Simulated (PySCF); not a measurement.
Cartesian coordinates in Å; atom numbers follow the order of the lines, from 1:
```xyz
18

Al    2.4705    0.4725   -0.4917
C     0.4489    0.2011   -0.5077
C    -0.0415   -1.1992   -0.1313
C    -1.5535   -1.0559    0.1421
C    -1.7551    0.4260    0.5419
C    -0.3484    1.0570    0.4795
H     2.8205    2.0367   -0.8843
H     3.0016    0.1360    1.0364
H     3.1728   -0.5525   -1.5779
H     0.0745    0.4271   -1.5298
H     0.1816   -1.9604   -0.8972
H     0.4687   -1.5283    0.7938
H    -1.9150   -1.7527    0.9187
H    -2.1282   -1.2855   -0.7716
H    -2.4276    0.9261   -0.1759
H    -2.2274    0.5319    1.5345
H    -0.3738    2.1256    0.2092
H     0.1248    0.9985    1.4780
```

Total charge -1.

Geometry: PBE0-D3(BJ)/def2-SVP; GIAO shifts from PySCF 2.14.0 with density-fitted response routines, gas phase, non-relativistic, averaged over equivalent atoms.

At PBE0/pcSseg-1 (169 basis functions, 20 s wall time on 1 thread of an Arm Neoverse V1, shared host):
| atoms | δ (ppm) |
| --- | --- |
| Al1 | 35.0 |
| C3/C6 | 37.3 |
| C4/C5 | 29.2 |
| C2 | 26.2 |
| H7/H8/H9 | 3.53 |
| H11/H17 | 1.63 |
| H13/H16 | 1.20 |
| H12/H18 | 1.07 |
| H14/H15 | 0.95 |
| H10 | -0.39 |

δ = σ(ref) − σ, references computed at the same level: 27Al (489.28 ppm) against AlH4-; 13C (184.41 ppm) and 1H (31.27 ppm) vs TMS.

**Question.** Estimate the result of repeating the calculation with B97-2/pcSseg-1.

**Answer.** 
```
   atoms  δ at B97-2/pcSseg-1  change
     Al1                 33.4    -1.6
   C3/C6                 37.3    +0.0
   C4/C5                 29.5    +0.3
      C2                 25.8    -0.4
H7/H8/H9                 3.39   -0.14
 H11/H17                 1.63   +0.00
 H13/H16                 1.21   +0.01
 H12/H18                 1.08   +0.01
 H14/H15                 0.95   +0.00
     H10                -0.42   -0.03
```

Scale: 27Al (σ = 495.78 ppm) vs AlH4-; 13C (σ = 183.69 ppm), 1H (σ = 31.38 ppm) against TMS (reference shieldings calculated alike).

The largest change is at Al1 (aluminium bonded to C, 3 H). Cost: 169 basis functions, 18 s wall time on 1 thread of an Arm Neoverse V1, shared host. The order of the carbon signals is the same at both levels.
